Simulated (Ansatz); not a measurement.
Two members of one family (Sn22H28 nanocrystal and its variants) that differ in charge, which shifts all levels, computed with Ansatz in the gas phase; def2 core potentials for Sn, no spin–orbit coupling. The two geometries come from different levels. Sets without diffuse functions give affinities that are too small. A dash marks a value that wasn't run or was left out as unsound. The structures are stationary points that may keep the symmetry of their start. Remarks come from the PBE and PBE0 runs and from stability tests at other levels; not every state was tested. HOMO above LUMO (over both spins in singlets and doublets, within one spin in higher multiplets; at PBE or PBE0), or a gap under 0.15 eV within one spin, warns that the state may not be the lowest or that an electron is smeared out.

First: Sn22H28 (singlet, charge 0, PBE-D4/def2-SVP geometry).

Cartesian coordinates in Å:
```
Sn -3.3505 3.3214 -1.5936
Sn -1.3936 0.5154 -4.7535
Sn -4.9081 1.5935 2.3704
Sn -1.1521 4.2483 2.3274
Sn 0.7917 1.4419 -0.7861
Sn 3.0314 2.3902 3.1448
Sn -0.7387 -0.2734 3.1547
Sn 4.9631 -0.3725 0.0310
Sn -2.9246 -1.1970 -0.7543
Sn -1.0001 -3.9881 -3.9194
Sn 1.1898 -3.0266 0.0512
Sn 2.7390 -1.3068 -3.9443
Sn 3.4327 -2.1105 4.0012
Sn -3.6834 3.8229 1.1600
Sn -1.7310 1.0403 -1.9962
Sn 0.2244 -1.7621 -5.1363
Sn -3.2835 -0.6847 1.9998
Sn 0.4930 1.9770 1.9727
Sn 2.4473 -0.8155 -1.1757
Sn 4.6612 0.1171 2.7915
Sn 0.9062 -2.5443 2.8181
Sn -1.3197 -3.4858 -1.1602
H -4.8980 3.0718 -2.3488
H -2.6232 4.6960 -2.3717
H -0.6739 1.8971 -5.5248
H -2.9512 0.2778 -5.4901
H -6.4785 1.3244 1.6756
H -5.1420 1.8890 4.0673
H -0.3871 5.6366 1.6127
H -1.3227 4.5806 4.0257
H 1.5491 2.8232 -1.5388
H 3.7830 3.7839 2.4264
H 2.8363 2.7360 4.8378
H -0.9264 0.0403 4.8619
H 5.7489 0.9761 -0.7357
H 5.9781 -1.7613 -0.2225
H -4.4856 -1.4615 -1.4901
H -2.5454 -4.2929 -4.6545
H -0.0280 -5.4090 -4.1586
H 2.2026 -4.4289 -0.1813
H 3.5210 0.0523 -4.6955
H 3.7742 -2.6834 -4.1846
H 3.2511 -1.8396 5.7085
H 4.4328 -3.5190 3.8078
H -4.6830 5.2358 1.3851
H 0.4262 -2.0616 -6.8432
H -4.0289 -2.0756 2.7455
H 6.2249 0.3900 3.5173
H 0.1319 -3.9227 3.5589
H -2.0805 -4.8560 -0.3933
```

```csv
level,HOMO (eV),LUMO (eV),gap (eV),vertical IE (eV),vertical EA (eV)
PBE-D4/def2-TZVP,-5.80,-3.06,2.74,–,1.98
r2SCAN-D4/def2-TZVP,-6.00,-2.90,3.10,–,–
PBE0-D4/def2-SVP,-6.55,-2.27,4.28,–,–
PBE0-D4/def2-TZVP,-6.58,-2.35,4.22,7.45,1.62
BHLYP-D4/def2-TZVP,-7.21,-1.59,5.61,7.68,1.30
```

Remarks: gap within one spin near zero at PBE or PBE0 (+1 doublet), HOMO above LUMO (+1 doublet).

Second: Sn21AsH28⁺, As on an inner site (singlet, charge 1, r2SCAN-D4/def2-SVP geometry).

Cartesian coordinates in Å:
```
Sn 1.1344 -4.5638 1.5859
Sn 3.5548 -2.8318 -2.0247
Sn 0.3411 -1.9357 5.3355
Sn -2.9151 -2.7465 2.2924
Sn -0.5703 -1.2453 -1.0899
Sn -4.6120 0.1167 -0.0918
Sn -1.3857 1.3009 2.5479
Sn -2.6671 1.8485 -3.7552
Sn 2.7639 -0.2048 1.7060
Sn 5.1328 1.4824 -1.8732
Sn 0.8727 2.9881 -0.9527
Sn 1.6691 0.3476 -4.6744
Sn -3.4748 4.5005 -0.0263
Sn -0.6921 -3.8608 3.5879
Sn 1.7749 -2.2775 0.0837
Sn 4.0680 -0.5179 -3.5162
Sn 0.9420 0.3154 3.7778
As -2.2478 -0.5939 0.8861
Sn -0.1957 1.0475 -2.6853
Sn -4.4247 2.4349 -1.6570
Sn -1.0238 3.6301 1.0162
Sn 3.2896 2.0822 0.1589
H 2.5642 -5.1801 2.3102
H 0.4538 -5.7678 0.5706
H 2.8576 -4.0611 -3.0027
H 4.9887 -3.4501 -1.3095
H 1.7700 -2.5384 6.0694
H -0.8086 -1.5429 6.5457
H -3.6336 -3.7332 1.0818
H -4.1516 -2.1087 3.3002
H -1.5373 -2.4561 -1.8575
H -5.0732 -1.3073 -0.9349
H -5.5397 0.2380 1.3496
H -2.7558 1.3637 3.5979
H -3.3206 0.5982 -4.7337
H -2.4364 3.2529 -4.7160
H 4.2272 -0.7773 2.4214
H 6.5987 0.9488 -1.1567
H 5.4386 2.9042 -2.7864
H 1.1552 4.4064 -1.8947
H 0.9699 -0.8818 -5.6511
H 1.9061 1.7462 -5.6429
H -4.5863 4.8290 1.2374
H -3.2407 5.9137 -0.9716
H -1.3258 -5.2307 4.4180
H 5.1797 -0.9053 -4.7742
H 1.4903 1.6327 4.7465
H -6.0354 2.7133 -2.2004
H -0.3690 4.7659 2.1368
H 3.8798 3.3110 1.2149
```

Problem. Estimate the same table for the second.

Solution. 
```csv
level,HOMO (eV),LUMO (eV),gap (eV),vertical IE (eV),vertical EA (eV)
PBE-D4/def2-TZVP,-8.18,-5.45,2.74,–,4.25
r2SCAN-D4/def2-TZVP,-8.39,-5.32,3.07,–,–
PBE0-D4/def2-SVP,-8.96,-4.77,4.20,–,–
PBE0-D4/def2-TZVP,-8.97,-4.79,4.17,9.86,4.05
BHLYP-D4/def2-TZVP,-9.63,-4.01,5.62,10.09,3.76
```

Remarks: gap within one spin near zero at PBE or PBE0 (+2 doublet), HOMO above LUMO (+2 doublet), gap within one spin near zero at PBE or PBE0 (neutral doublet).
